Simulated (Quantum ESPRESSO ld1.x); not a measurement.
Question: The table gives one normalised radial function P(r) = r R(r) (large component) of Hg14+ in [Kr] 4d10 4f14 5s2 5p4 (r in bohr). Calculated with ld1.x of Quantum ESPRESSO 7.5: Dirac Kohn-Sham, PBE, spin-unpolarised, spherical densities, point nucleus; open shells are shared between the two j in proportion to 2j + 1.

r,P
0.0006273,0.0073
0.0007187,0.0083
0.0008234,0.0095
0.0009359,0.0108
0.001072,0.0123
0.001228,0.0142
0.001407,0.0163
0.0016,0.0187
0.001833,0.0217
0.0021,0.0252
0.002405,0.0293
0.002756,0.0342
0.003132,0.0396
0.003588,0.0465
0.004111,0.0546
0.00471,0.0641
0.005353,0.0747
0.006133,0.0879
0.007027,0.1033
0.00805,0.1211
0.009223,0.1416
0.01048,0.1633
0.01201,0.1889
0.01376,0.2168
0.01576,0.2464
0.01792,0.2746
0.02053,0.3034
0.02352,0.3285
0.02694,0.3466
0.03087,0.3536
0.03508,0.3458
0.04019,0.3177
0.04605,0.2647
0.05276,0.1840
0.05996,0.0829
0.0687,-0.0469
0.07871,-0.1893
0.09017,-0.3274
0.1033,-0.4380
0.1174,-0.4937
0.1345,-0.4785
0.1541,-0.3718
0.1766,-0.1753
0.2007,0.0702
0.2299,0.3506
0.2634,0.5884
0.3018,0.7175
0.3458,0.6873
0.393,0.4984
0.4502,0.1517
0.5158,-0.2823
0.5909,-0.7161
0.6716,-1.0451
0.7695,-1.2476
0.8816,-1.2713
1.01,-1.1333
1.157,-0.8889
1.315,-0.6282
1.507,-0.3803
1.726,-0.1981
1.978,-0.0870
2.248,-0.0337
2.575,-0.0100
2.95,-0.0023

Which n and l does it have? It may be an empty orbital.

Answer: n = 5, l = 1: the number of nodes gives n - l - 1 = 3, the rise at small r points to l (for j = l - 1/2 the large component starts as r^gamma with gamma = sqrt(l^2 - (Z/c)^2) = 0.81 and the r^(l+1) term takes over further out; the orbital of l - 1 with the same j starts with the same power, but with a larger coefficient, and does not steepen), and the extent must fit the shell. The curve is that of 5p1/2; the two j differ most near the nucleus, where j = l - 1/2 has the larger amplitude, and in heavy atoms j = l - 1/2 is also the more compact. 5p1/2: eigenvalue -335.22 eV, 3 radial nodes at r = 0.0655, 0.194, 0.473 bohr, <r> = 0.887 bohr, 90 % of the charge inside 1.25 bohr.
